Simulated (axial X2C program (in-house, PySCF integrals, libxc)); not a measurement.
# Potential curves of RuTe, without spin–orbit coupling

All values were computed with an axial X2C code built on PySCF integrals. Spin-free means the one-electron spin-free X2C Hamiltonian. Basis: Te dyall-cv3z [11s12p8d4f1g], Ru dyall-cv3z [12s12p8d5f3g] (cores contracted in-house); Gaussian nuclei, density fitting, unrestricted open shells. Masses: Te 129.906 u, Ru 101.904 u.

State: M_S = 2, Λ = 2 (beyond evenly filled blocks: σα, π+α, π-α, δ+α, δ+β, δ-α). Energies in eV from the fragments at the same level (Te + Ru). Fits are polynomials in 1 − R0/R over 0.85 to 1.23 times the lowest point R0.

```csv
R (Å),TPSS,PW91,PBE0
2.1063,-2.0845,-2.3404,-1.7685
2.2031,-2.8222,-3.0725,-2.4808
2.2757,-3.1325,-3.3803,-2.7738
2.3484,-3.2916,-3.5381,-2.9164
2.4210,-3.3376,-3.5838,-2.9462
2.5057,-3.2878,-3.5348,-2.8777
2.5905,-3.1598,-3.4085,-2.7310
2.6994,-2.9223,-3.1741,-2.4710
2.8326,-2.5714,-2.8275,-2.1109
3.0262,-2.0258,-2.2875,-1.6169
3.2926,-1.3185,-1.5853,-1.0285
3.6315,-0.5846,-0.8520,-0.4256
```

The state is a single determinant with fixed occupations, the lowest that a limited PBE0 search found. Dissociation energies refer to the lowest single-determinant-based atoms at the same level and basis. PBE0 can misorder states that lie within some tenths of an eV, so this need not be the ground state of the molecule. The nearest other spin-free determinant of the search, M_S = 2, Λ = 0, lies 0.25 eV up at the distance of the search. The functionals have no current-density term, which raises determinants with orbital currents, atoms included. Spin-free De lacks the spin–orbit lowering of the heavy p-block atom, a tenth of an eV or more for 4p and 5p, up to an eV for 6p and one to two eV for 7p atoms, less what an open-shell molecule gains itself.

Q: What are Re, ωe and De at the TPSS level?

A: At TPSS, spin-free: Re = 2.421 Å, ωe ≈ 273 cm⁻¹, De = 3.34 eV to Te + Ru; Be follows as 0.0504 cm⁻¹.

Q: What are Re, ωe and De at the PW91 level?

A: At PW91, spin-free: Re = 2.421 Å, ωe ≈ 272 cm⁻¹, De = 3.58 eV to Te + Ru; Be follows as 0.0504 cm⁻¹.

Q: Fit the PBE0 curve near its minimum: give the equilibrium distance, the harmonic wavenumber and the well depth.

A: At PBE0, spin-free: Re = 2.407 Å, ωe ≈ 281 cm⁻¹, De = 2.95 eV to Te + Ru; Be follows as 0.0509 cm⁻¹.
